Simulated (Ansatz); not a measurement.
`F[Si](F)(F)[SiH3]` and `F[SiH](F)[Si](F)(F)F` differ in one atom or group.

Ansatz, PBE0-D4/def2-TZVP geometries, multiplicity 1. Each molecule was computed in one conformer, which needn't be the lowest.

| property | `F[Si](F)(F)[SiH3]` |
| --- | --- |
| size of the dipole moment (ωB97M-V/def2-TZVPP) / D | 2.06 |
| LUMO energy (ωB97M-V/def2-TZVPP) / eV | 1.53 |
| LUMO energy (PBE0/def2-TZVPP) / eV | -0.30 |
| HOMO–LUMO gap (PBE0/def2-TZVPP) / eV | 9.08 |
| HOMO energy (ωB97M-V/def2-TZVPP) / eV | -11.47 |
| size of the dipole moment (PBE/def2-TZVPP) / D | 1.93 |

Problem. What does the change do to each property? (An estimate is asked.)

Solution. Computed: 
| property | `F[SiH](F)[Si](F)(F)F` | shift |
| --- | --- | --- |
| size of the dipole moment (ωB97M-V/def2-TZVPP) / D | 1.39 | -0.67 |
| LUMO energy (ωB97M-V/def2-TZVPP) / eV | 0.82 | -0.71 |
| LUMO energy (PBE0/def2-TZVPP) / eV | -1.03 | -0.73 |
| HOMO–LUMO gap (PBE0/def2-TZVPP) / eV | 8.50 | -0.58 |
| HOMO energy (ωB97M-V/def2-TZVPP) / eV | -11.63 | -0.16 |
| size of the dipole moment (PBE/def2-TZVPP) / D | 1.29 | -0.64 |

With PBE0 the HOMO falls by 0.15 eV and the LUMO falls by 0.73 eV, so the gap narrows by about 0.58 eV. PBE moves the HOMO by -0.01 eV and ωB97M-V by -0.16 eV. Dipoles are sizes alone; their direction can turn.
